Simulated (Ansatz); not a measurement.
Zr₄P₄, relaxed as a singlet with RKS PBE-D4/def2-SVP in Ansatz, starting from the GFN1-xTB geometry. Force threshold 0.03 eV/Å.

In the def2 sets Zr takes a core potential; there is no spin–orbit coupling. The restricted singlet is unstable towards broken spin symmetry in Hartree–Fock (as tested in another run); at PBE-D4/def2-SVP this wasn't settled. Another isomer (singlet) lies 2.41 eV lower at PBE0-D4/def2-TZVP; other spin states weren't run for this one.

Start:

```xyz
8

Zr    2.5527    0.1250    0.9011
Zr   -0.3378   -1.1380    1.1135
Zr    0.3396    1.1356   -1.1185
Zr   -2.5564   -0.1229   -0.8994
P     1.8233   -1.9193    2.0183
P    -2.7964   -1.3478    1.1986
P    -1.8240    1.9188   -2.0171
P     2.7990    1.3487   -1.1965
```

```csv
step,energy (eV),largest force component (eV/Å),SCF passes
1,-42249.8785,0.943,47
2,-42250.3816,0.603,36
3,-42250.6894,0.423,32
4,-42250.8238,0.799,32
5,-42251.0141,0.398,32
6,-42251.1051,0.323,38
7,-42251.3007,0.416,34
8,-42251.5557,0.616,33
9,-42251.8382,0.604,37
10,-42252.2388,0.501,37
11,-42252.5648,0.276,34
12,-42252.6309,0.484,43
13 (rejected),-42252.6256,0.545,35
14,-42252.6875,0.098,32
15,-42252.6892,0.029,29
```

Force components are those of the run's own axes.

End:

| atom | x (Å) | y (Å) | z (Å) |
| --- | --- | --- | --- |
| Zr1 | 2.2185 | 0.4286 | 1.3886 |
| Zr2 | 0.2800 | -1.4674 | 0.2608 |
| Zr3 | -0.2612 | 1.4548 | -0.2999 |
| Zr4 | -2.2538 | -0.4219 | -1.3720 |
| P5 | 2.0766 | -1.8706 | 1.9137 |
| P6 | -1.8058 | -0.2200 | 1.0327 |
| P7 | -2.1095 | 1.8766 | -1.8956 |
| P8 | 1.8553 | 0.2199 | -1.0283 |

Bonds formed: Zr2–P8, Zr3–P6 (atoms count from 1).

No frequencies were taken in this run, so the end may be a saddle point.

It took 2 min on 4 threads of Intel Xeon on a shared host.
